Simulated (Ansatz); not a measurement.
One change: `C[SiH](N)[AlH][Cl]` becomes `C[SiH](N)[CH2][AlH2]`.

Ansatz, PBE0-D4/def2-TZVP geometries, multiplicity 1. Each molecule was computed in one conformer, which needn't be the lowest.

```json
{"property": "size of the dipole moment (B3LYP/def2-TZVPP) / D", "`C[SiH](N)[AlH][Cl]`": "2.62"}
{"property": "HOMO energy (B3LYP/def2-TZVPP) / eV", "`C[SiH](N)[AlH][Cl]`": "-6.87"}
{"property": "size of the dipole moment (PBE/def2-TZVPP) / D", "`C[SiH](N)[AlH][Cl]`": "2.58"}
{"property": "LUMO energy (ωB97M-V/def2-TZVPP) / eV", "`C[SiH](N)[AlH][Cl]`": "-0.08"}
{"property": "HOMO energy (ωB97M-V/def2-TZVPP) / eV", "`C[SiH](N)[AlH][Cl]`": "-9.12"}
{"property": "HOMO–LUMO gap (PBE0/def2-TZVPP) / eV", "`C[SiH](N)[AlH][Cl]`": "5.34"}
```

Q: Give the same properties after the change, and the shifts. (An estimate is asked.)

A: Ansatz gave: 
```csv
property,`C[SiH](N)[CH2][AlH2]`,shift
size of the dipole moment (B3LYP/def2-TZVPP) / D,0.94,-1.68
HOMO energy (B3LYP/def2-TZVPP) / eV,-6.89,-0.02
size of the dipole moment (PBE/def2-TZVPP) / D,0.91,-1.67
LUMO energy (ωB97M-V/def2-TZVPP) / eV,0.28,0.36
HOMO energy (ωB97M-V/def2-TZVPP) / eV,-9.43,-0.31
HOMO–LUMO gap (PBE0/def2-TZVPP) / eV,5.80,0.46
```

With PBE0 the HOMO falls by 0.06 eV and the LUMO rises by 0.41 eV, so the gap widens by about 0.47 eV. PBE moves the HOMO by 0.08 eV and ωB97M-V by -0.31 eV. Dipoles are sizes alone; their direction can turn.

B3LYP here is the variant with VWN-RPA as its local correlation; programs differ in this.
